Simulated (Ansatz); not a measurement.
Gas-phase electronic energies from Ansatz, PBE0-D4/def2-TZVP geometries. CCSD(T)/CBS is the MP2 limit (def2-TZVPP, def2-QZVPP) plus CCSD(T) − MP2 in def2-TZVPP, frozen cores. DFT in def2-TZVPP. def2 core potentials past Kr. For Ga, Te, Zn outer-core shells are correlated without core-valence functions, which leaves a few kJ/mol of doubt a bond. Scalar relativity is left out up to krypton. One conformer a species, not always the lowest.

Consider the substitution at a C–Ga bond: `[CH3][GaH][CH3]` + `[CH3][Zn][TeH]` → `[CH3][Zn][Te]C` + `[CH3][GaH2]`.

```tsv
level	ΔE (eV)
r2SCAN0-D4	0.45
MP2/def2-TZVPP	0.43
```

(1) What does CCSD(T)/CBS give? (Best estimate.)

Largest T1 diagnostic among the species: 0.013.

Answers

(1) Computed: +0.42 eV. The listed levels differ from it by 0.03, 0.01 eV.

Leaving LDA and LC-ωPBE aside and taking each functional with its dispersion term where it has one, the values, not all of them listed here, spread over 0.09 eV, from BLYP-D4 to r2SCAN0-D4. LDA lies +0.06 eV from PBE without D4. At CCSD(T), def2-SVP lies +0.05 eV from the extrapolated value and def2-TZVPP +0.02 eV. From BLYP to BHLYP (50 % exact exchange), in def2-TZVPP and without D4, ΔE moves by +0.04 eV.
